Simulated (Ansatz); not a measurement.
Two members of one family (Zr oxide hydroxide), computed with Ansatz in the gas phase; def2 core potentials for Zr, no spin–orbit coupling. The two geometries come from different levels. Binding counts from free atoms in the multiplicity of their measured ground term, without zero-point energy. A dash marks a value that wasn't run or was left out as unsound. The structures are stationary points that may keep the symmetry of their start. Remarks come from the PBE and PBE0 runs and from stability tests at other levels; not every state was tested. A HOMO above zero means that the electron is unbound at that level and held by the basis, or that self-interaction error raises the level; the energy of removing that electron tells which.

First: Zr2O5H2 (singlet, charge 0, B3LYP-D4/def2-SVP geometry).

```xyz
9

Zr    0.1855    1.1935   -0.2743
Zr   -0.6233   -1.5409    0.8442
O    -1.3150   -0.3655   -0.4265
O     0.7352   -0.3122    1.1878
O    -0.4097    2.9570    0.4197
O     1.2795    1.2389   -1.6655
O    -0.0293   -3.2563    0.1479
H     0.4680   -3.8070   -0.4633
H    -0.2910    3.8924    0.2299
```

| level | HOMO (eV) | LUMO (eV) | gap (eV) | vertical EA (eV) | binding per atom (eV) |
| --- | --- | --- | --- | --- | --- |
| PBE-D4/def2-SVP | -5.67 | -3.73 | 1.94 | – | – |
| PBE-D4/def2-TZVPD | -5.85 | -3.86 | 1.99 | 1.80 | – |
| r2SCANh-D4/def2-TZVP | -6.61 | -3.25 | 3.35 | – | – |
| PBE0-D4/def2-SVP | -7.16 | -3.12 | 4.04 | – | 5.20 |
| PBE0-D4/def2-TZVPD | -7.28 | -3.21 | 4.07 | 1.92 | 5.14 |

Remarks: HOMO above zero (-1 doublet).

Second: Zr2O6H4 (with an O–O bond) (singlet, charge 0, r2SCAN-D4/def2-SVP geometry).

```xyz
12

Zr   -1.422    0.469   -1.622
Zr    0.782   -0.069    0.720
O     0.371    1.668   -0.233
O    -1.133   -0.767    0.186
O    -1.784   -0.611   -2.962
O     0.728    0.474    2.567
O     2.237   -1.316    0.484
O     0.691    0.664   -1.316
H     0.731    0.924    3.415
H    -1.535   -1.638    0.308
H    -2.694    1.881   -1.621
H     3.028   -1.679    0.075
```

**Question.** Estimate how these quantities change from the first to the second (second minus first).

**Answer.** 
```
               level  Δ HOMO (eV)  Δ LUMO (eV)  Δ gap (eV)  Δ vertical EA (eV)  Δ binding per atom (eV)
     PBE-D4/def2-SVP        -0.08         1.03        1.10                   –                        –
   PBE-D4/def2-TZVPD        -0.02         1.00        1.02               -1.07                        –
r2SCANh-D4/def2-TZVP        -0.05         0.94        0.99                   –                        –
    PBE0-D4/def2-SVP         0.05         1.22        1.17                   –                    -0.65
  PBE0-D4/def2-TZVPD         0.08         1.20        1.12               -1.34                    -0.65
```

Remarks: HOMO above zero (-1 doublet).
